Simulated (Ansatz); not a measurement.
`O[SiH2][InH][F]` + `[OH][SnH3]` → `O[SiH2][O][SnH3]` + `[F][InH2]`  (cleavage of the Si–In bond)

Gas-phase electronic energies from Ansatz, PBE0-D4/def2-TZVP geometries. CCSD(T)/CBS is the MP2 limit (def2-TZVPP, def2-QZVPP) plus CCSD(T) − MP2 in def2-TZVPP, frozen cores. Functionals use def2-TZVPP. B3LYP here is the variant with VWN-RPA as its local correlation; programs differ in this. HSE06 is defined as in plane-wave codes. def2 core potentials past Kr. For In, Sn outer-core shells are correlated without core-valence functions, which leaves a few kJ/mol of doubt a bond. Each species was taken in one conformer, which may not be the lowest.

```
             level  ΔE (kJ/mol)  difference from CCSD(T)/CBS
       LDA (SPW92)        -72.1                         29.6
            PBE-D4        -73.4                         28.3
         revPBE-D4        -77.2                         24.5
         r2SCAN-D4        -93.4                          8.3
            B97M-V       -106.2                         -4.5
           PBE0-D4        -86.7                         15.0
          B3LYP-D4        -96.9                          4.8
        r2SCANh-D4        -96.1                          5.6
        r2SCAN0-D4       -100.0                          1.7
          BHLYP-D4       -112.2                        -10.5
      CAM-B3LYP-D4       -107.0                         -5.3
           ωB97X-V       -103.3                         -1.6
           ωB97M-V       -102.6                         -0.9
          PBE-QIDH       -100.7                          1.0
               PBE        -71.8                         29.9
            revPBE        -73.1                         28.6
              BLYP        -84.4                         17.3
            r2SCAN        -92.7                          9.0
              PBE0        -85.2                         16.5
             B3LYP        -94.6                          7.1
           r2SCANh        -95.4                          6.3
             HSE06        -84.9                         16.8
             BHLYP       -110.9                         -9.2
         CAM-B3LYP       -105.4                         -3.7
           LC-ωPBE       -101.7                          0.0
RPA@PBE/def2-TZVPP       -105.3                         -3.6
       HF/def2-SVP       -125.2                        -23.5
      MP2/def2-SVP       -111.1                         -9.4
     CCSD/def2-SVP       -107.4                         -5.7
  CCSD(T)/def2-SVP       -104.6                         -2.9
     HF/def2-TZVPP       -136.9                        -35.2
SCS-MP2/def2-TZVPP       -111.8                        -10.1
   CCSD/def2-TZVPP       -110.1                         -8.4
CCSD(T)/def2-TZVPP       -106.1                         -4.4
     HF/def2-QZVPP       -139.6                        -37.9
    MP2/def2-QZVPP       -104.5                         -2.8
SCS-MP2/def2-QZVPP       -110.6                         -8.9
      HF/CBS(def2)       -140.0                        -38.3
     MP2/CBS(def2)       -101.7                          0.0
    CCSD/CBS(def2)       -105.6                         -3.9
       CCSD(T)/CBS       -101.7                            0
```

(1) What do rigid-rotor, harmonic-oscillator terms from PBE0-D4/def2-TZVP frequencies (298.15 K, 1 bar) make of the CCSD(T)/CBS value? (Best estimate.)

Largest T1 diagnostic among the species: 0.016.

Answers

(1) The calculation gave: ΔZPE = -8.0 kJ/mol, ΔH = -109.9 kJ/mol, ΔS = 1 J/(mol·K), ΔG = -110.3 kJ/mol. Modes under 50 cm⁻¹ make the entropy rough.

From r2SCAN to r2SCAN0 (25 % exact exchange), in def2-TZVPP and without D4, ΔE moves by −6.5 kJ/mol. Leaving LDA and LC-ωPBE aside and taking each functional with its dispersion term where it has one, the values spread over 38.7 kJ/mol, from BHLYP-D4 to PBE-D4.

CCSD(T)/CBS has its own doubt, a few kJ/mol and more with outer-core shells, so smaller differences from it don't rank the levels.
